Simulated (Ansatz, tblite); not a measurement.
Removing and adding an electron: Sn(NH2)2 (SnN₂H₄). Total charge 0; singlet. Geometry: PBE0-D4/def2-TZVP. Ansatz, gas phase; energy differences of separate SCF runs; the oxidised species was run as a doublet alone; the reduced species was run as a doublet alone.

```xyz
7

Sn    0.2404   -0.4010   -1.3114
N    -1.0729   -1.0145    0.0941
H    -1.7494   -1.7415   -0.0732
H    -1.1610   -0.6412    1.0268
N     1.0843    0.9988   -0.1260
H     1.8360    1.5929   -0.4357
H     0.8226    1.2064    0.8254
```

In the def2 sets Sn takes a core potential; there is no spin–orbit coupling. The xTB rows come from tblite. Correlated methods freeze 6 core orbitals; core or outer-core shells of Sn are correlated, in sets that lack core-valence functions. In CCSD on the charge 1 doublet the largest single amplitude is 0.35, so its Hartree–Fock determinant may place the open shell otherwise than the density functionals do.

```csv
level,−HOMO (eV),vertical IE (eV),−LUMO (eV),vertical EA (eV),HOMO–LUMO gap (eV),IE − EA (eV),remarks
GFN2-xTB,9.46,13.33,5.82,2.69,3.64,10.64,–
r2SCAN-D4/def2-TZVP,5.56,8.43,1.67,–,3.89,–,–
PBE0-D4/def2-TZVP,6.61,8.58,1.11,–,5.50,–,–
PBE0-D4/def2-TZVPD,6.70,–,1.23,-0.37,5.47,–,HOMO above zero (-1 doublet)
CCSD/def2-TZVPP,–,8.81,–,–,–,–,large T1 (0.051) (+1 doublet)
```

Q: Estimate the rows for GFN1-xTB, PBE-D4/def2-TZVP, PBE-D4/def2-TZVPD, r2SCAN-D4/def2-TZVPD, CCSD(T)/def2-TZVPP.

A: 
| level | −HOMO (eV) | vertical IE (eV) | −LUMO (eV) | vertical EA (eV) | HOMO–LUMO gap (eV) | IE − EA (eV) | remarks |
| --- | --- | --- | --- | --- | --- | --- | --- |
| GFN1-xTB | 10.05 | 13.68 | 6.46 | 3.00 | 3.60 | 10.68 | – |
| PBE-D4/def2-TZVP | 5.28 | 8.39 | 1.76 | – | 3.52 | – | – |
| PBE-D4/def2-TZVPD | 5.40 | – | 1.89 | -0.44 | 3.51 | – | HOMO above zero (-1 doublet) |
| r2SCAN-D4/def2-TZVPD | 5.65 | – | 1.76 | -0.37 | 3.89 | – | HOMO above zero (-1 doublet) |
| CCSD(T)/def2-TZVPP | – | 8.81 | – | – | – | – | large T1 (0.051) (+1 doublet) |

Run but left out: HF/def2-TZVPP, MP2/def2-TZVPP (charge +1 doublet: a determinant that CCSD turns far, T1 0.051).   A HOMO above zero means that the electron is unbound at that level or that self-interaction error raises the level; the energy of removing that electron tells which. Raw xTB energy differences between charge states are shifted by several eV; the methods need an empirical correction for them. A negative affinity means that the extra electron isn't bound; its size then hangs on the basis.
